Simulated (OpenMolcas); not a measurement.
# Ga+: CASPT2 settings compared

```yaml
Program: OpenMolcas
Basis: ANO-RCC-VDZ [5s4p1d]
Scalar_Hamiltonian: DKH3, point nucleus
Active_space: 2 electrons in 4 orbitals (4s 4p)
State_averaging: 2S+1 = 3 even, 3 roots (0 in the spin-orbit step); 2S+1 = 1 even, 1 root kept (CI in the orbitals of an earlier block); 2S+1 = 3 odd, 3 roots; 2S+1 = 1 odd, 3 roots kept (CI in the orbitals of an earlier block)
Spin-orbit_coupling: state interaction with AMFI integrals over the reference wave functions, term energies averaged over their components
```

Methods on the same reference wave functions:
A. CASSCF
B. SS-CASPT2, IPEA 0.2 Eh, imaginary shift 0.4 Eh (closed shells correlated: 3d)
C. SS-CASPT2, IPEA 0 Eh, imaginary shift 0.5 Eh (closed shells correlated: 3d)
D. SS-CASPT2, IPEA 0.2 Eh, sigma1 regulariser 0.2 Eh (closed shells correlated: 3s 3p 3d)

Energies in cm-1 above 4s2 1S0, the measured ground level; measured values from NIST Handbook of Basic Atomic Spectroscopic Data.

| Level | A | B | C | D | Measured |
| --- | --- | --- | --- | --- | --- |
| 4s2 1S0 | 0.0 | 0.0 | 0.0 | 0.0 | 0.0 |
| 4s 4p 3P* 0 | 43121 | 44912 | 44935 | 44988 | 47368 |
| 4s 4p 3P* 1 | 43534 | 45324 | 45347 | 45400 | 47814 |
| 4s 4p 3P* 2 | 44391 | 46182 | 46206 | 46259 | 48750 |
| 4s 4p 1P* 1 | 76870 | 76304 | 76279 | 76207 | 70701 |

Deviations, from unrounded energies. A percentage is the sum of absolute deviations over the sum of measured energies, with the sign that they share, or ± where signs differ.

```json
{"Against measurement": "mean absolute deviation (cm-1)", "Levels": "4", "A": "4800", "B": "3300", "C": "3300", "D": "3200"}
{"Against measurement": "other configurations (%)", "Levels": "4", "A": "±8.9", "B": "±6.1", "C": "±6.1", "D": "±6.0"}
```

B, C, D lie about equally close to measurement and A furthest from it. The largest miss of D in the table is 4s 4p 1P* 1, by +5500 cm-1. The ranking rests on the paired levels alone, and a cruder setting can come out closer through cancelling errors.

Among B to D the level of the table that moves most is 4s 4p 1P* 1, by 96 cm-1 (lowest in D, highest in B).

The lowest spin-free term lies below A's lowest term by 0.014 hartree in B, 0.014 hartree in C, 0.020 hartree in D.

Some high roots are left out of the spin-orbit mixing, which shifts the levels that they would mix with. Terms from blocks run as CI alone lack orbitals of their own. Without dynamic correlation excited terms often stand tens of per cent too high (terms of higher spin than the ground term too low), and those without a measured partner can miss by more than the paired ones (holds for A). Computed and measured levels are paired by configuration, term and J; levels that our copy of the source lacks, or whose pairing is in doubt (as where it misses far off the trend of its configuration), stay unpaired and out of the deviations. Levels of configurations outside the active space are missing.

* marks odd parity.
